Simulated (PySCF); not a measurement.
Isomers of C5H6F2OSi.

All values: CAM-B3LYP/def2-SVPD (PySCF) at GFN2-xTB geometries, gas phase, one conformer each. Core orbitals are frozen in the response; Δα² is half the sum of the squared differences of the principal polarisabilities.

Task: Rank by HOMO–LUMO gap, highest first.
A. `[F:1][CH2:2][C:3]1=[CH:4][Si@@H:5]([F:6])[CH:7]=[CH:8][O:9]1` with F1–C2–C3–C4 3°
B. `[CH:1]#[C:2]/[CH:3]=[CH:4]\[CH2:5][O:6][SiH:7]([F:8])[F:9]` with C3–C4–C5–O6 -122°, C4–C5–O6–Si7 47°, C5–O6–Si7–F8 -68°
C. `[F:1][CH:2]([F:3])[c:4]1[cH:5][cH:6][c:7]([SiH3:8])[o:9]1` with F1–C2–C4–C5 59°
D. `[CH:1]#[C:2]/[CH:3]=[C:4](/[O:5][SiH3:6])[CH:7]([F:8])[F:9]` with C3–C4–O5–Si6 180°, C3–C4–C7–F8 121°
E. `CC1=CC=CO[Si]1(F)F`
F. `[F:1][CH2:2][O:3][C:4]1=[C:5]([F:6])[CH:7]=[CH:8][SiH2:9]1` with F1–C2–O3–C4 180°, C2–O3–C4–C5 0°

Result: A (9.18 eV), C (8.62 eV), B (8.48 eV), D (8.00 eV), E (7.72 eV), F (7.21 eV).

Task: Rank by HOMO energy, highest first.
A. `[F:1][CH:2]([F:3])[c:4]1[cH:5][o:6][c:7]([SiH3:8])[cH:9]1` with F1–C2–C4–C5 -64°
B. `[F:1][CH2:2][O:3][C:4]1=[C:5]([F:6])[CH:7]=[CH:8][SiH2:9]1` with F1–C2–O3–C4 180°, C2–O3–C4–C5 0°
C. `CC1=CC=CO[Si]1(F)F`
D. `C=C1OC=C([SiH3])C1(F)F`
E. `[F:1][CH:2]([F:3])[O:4][C:5]1=[CH:6][CH:7]=[CH:8][SiH2:9]1` with F1–C2–O4–C5 -167°, C2–O4–C5–C6 -9°
F. `[CH3:1][C:2](=[O:3])[C:4]1=[CH:5][SiH2:6][C:7]1([F:8])[F:9]` with C1–C2–C4–C5 180°

Result: B (-7.69 eV), E (-7.93 eV), C (-8.08 eV), A (-8.40 eV), D (-8.62 eV), F (-9.04 eV).

Task: Rank by polarisability anisotropy Δα, highest first.
A. `[F:1][CH:2]([F:3])[O:4][C:5]1=[CH:6][CH:7]=[CH:8][SiH2:9]1` with F1–C2–O4–C5 -167°, C2–O4–C5–C6 -9°
B. `[CH:1]#[C:2]/[CH:3]=[C:4](/[O:5][SiH3:6])[CH:7]([F:8])[F:9]` with C3–C4–O5–Si6 180°, C3–C4–C7–F8 121°
C. `[O:1]=[C:2]1[SiH2:3][CH2:4][C@@:5]2([F:6])[CH2:7][C@@:8]12[F:9]` with O1–C2–Si3–C4 -159°, C2–Si3–C4–C5 -17°, Si3–C4–C5–F6 157°, C4–C5–C7–C8 105°
D. `[F:1][CH:2]([F:3])[c:4]1[cH:5][cH:6][c:7]([SiH3:8])[o:9]1` with F1–C2–C4–C5 59°
E. `C=C1OC=C([SiH3])C1(F)F`
F. `[F:1][CH2:2][C:3]1=[CH:4][Si@@H:5]([F:6])[CH:7]=[CH:8][O:9]1` with F1–C2–C3–C4 3°

Result: B (10.04 Å³), E (6.94 Å³), D (6.49 Å³), F (5.68 Å³), A (5.39 Å³), C (2.79 Å³).

All values together:

```json
{"SMILES": "O=C1[SiH2]C[C@@]2(F)C[C@@]12F", "μ (D)": "4.54", "HOMO (eV)": "-8.62", "LUMO (eV)": "-0.58", "α (Å³)": "12.15", "Δα (Å³)": "2.79"}
{"SMILES": "FC(F)c1coc([SiH3])c1", "μ (D)": "2.27", "HOMO (eV)": "-8.40", "LUMO (eV)": "0.34", "α (Å³)": "13.07", "Δα (Å³)": "6.54"}
{"SMILES": "O=C1C=C(C(F)F)C[SiH2]1", "μ (D)": "3.74", "HOMO (eV)": "-8.40", "LUMO (eV)": "-1.15", "α (Å³)": "12.96", "Δα (Å³)": "5.62"}
{"SMILES": "C#C/C=C\\CO[SiH](F)F", "μ (D)": "3.11", "HOMO (eV)": "-8.80", "LUMO (eV)": "-0.33", "α (Å³)": "12.45", "Δα (Å³)": "5.81"}
{"SMILES": "FCC1=C[Si@@H](F)C=CO1", "μ (D)": "2.87", "HOMO (eV)": "-8.78", "LUMO (eV)": "0.40", "α (Å³)": "12.37", "Δα (Å³)": "5.68"}
{"SMILES": "C#C/C=C(/O[SiH3])C(F)F", "μ (D)": "0.66", "HOMO (eV)": "-8.19", "LUMO (eV)": "-0.20", "α (Å³)": "13.94", "Δα (Å³)": "10.04"}
{"SMILES": "FC(F)c1ccc([SiH3])o1", "μ (D)": "2.38", "HOMO (eV)": "-8.42", "LUMO (eV)": "0.20", "α (Å³)": "13.21", "Δα (Å³)": "6.49"}
{"SMILES": "FCOC1=C(F)C=C[SiH2]1", "μ (D)": "2.49", "HOMO (eV)": "-7.69", "LUMO (eV)": "-0.48", "α (Å³)": "13.00", "Δα (Å³)": "5.74"}
{"SMILES": "CC1=CC=CO[Si]1(F)F", "μ (D)": "3.39", "HOMO (eV)": "-8.08", "LUMO (eV)": "-0.36", "α (Å³)": "12.05", "Δα (Å³)": "5.79"}
{"SMILES": "CC(=O)C1=C[SiH2]C1(F)F", "μ (D)": "2.63", "HOMO (eV)": "-9.04", "LUMO (eV)": "-1.25", "α (Å³)": "12.81", "Δα (Å³)": "5.83"}
{"SMILES": "FC(F)OC1=CC=C[SiH2]1", "μ (D)": "2.78", "HOMO (eV)": "-7.93", "LUMO (eV)": "-0.56", "α (Å³)": "12.94", "Δα (Å³)": "5.39"}
{"SMILES": "C=C1OC=C([SiH3])C1(F)F", "μ (D)": "1.88", "HOMO (eV)": "-8.62", "LUMO (eV)": "-0.20", "α (Å³)": "13.24", "Δα (Å³)": "6.94"}
```

Conformers: `[O:1]=[C:2]1[SiH2:3][CH2:4][C@@:5]2([F:6])[CH2:7][C@@:8]12[F:9]` with O1–C2–Si3–C4 -159°, C2–Si3–C4–C5 -17°, Si3–C4–C5–F6 157°, C4–C5–C7–C8 105°; `[F:1][CH:2]([F:3])[c:4]1[cH:5][o:6][c:7]([SiH3:8])[cH:9]1` with F1–C2–C4–C5 -64°; `[O:1]=[C:2]1[CH:3]=[C:4]([CH:5]([F:6])[F:7])[CH2:8][SiH2:9]1` with C3–C4–C5–F6 -4°; `[CH:1]#[C:2]/[CH:3]=[CH:4]\[CH2:5][O:6][SiH:7]([F:8])[F:9]` with C3–C4–C5–O6 -122°, C4–C5–O6–Si7 47°, C5–O6–Si7–F8 -68°; `[F:1][CH2:2][C:3]1=[CH:4][Si@@H:5]([F:6])[CH:7]=[CH:8][O:9]1` with F1–C2–C3–C4 3°; `[CH:1]#[C:2]/[CH:3]=[C:4](/[O:5][SiH3:6])[CH:7]([F:8])[F:9]` with C3–C4–O5–Si6 180°, C3–C4–C7–F8 121°; `[F:1][CH:2]([F:3])[c:4]1[cH:5][cH:6][c:7]([SiH3:8])[o:9]1` with F1–C2–C4–C5 59°; `[F:1][CH2:2][O:3][C:4]1=[C:5]([F:6])[CH:7]=[CH:8][SiH2:9]1` with F1–C2–O3–C4 180°, C2–O3–C4–C5 0°; `[CH3:1][C:2](=[O:3])[C:4]1=[CH:5][SiH2:6][C:7]1([F:8])[F:9]` with C1–C2–C4–C5 180°; `[F:1][CH:2]([F:3])[O:4][C:5]1=[CH:6][CH:7]=[CH:8][SiH2:9]1` with F1–C2–O4–C5 -167°, C2–O4–C5–C6 -9°.
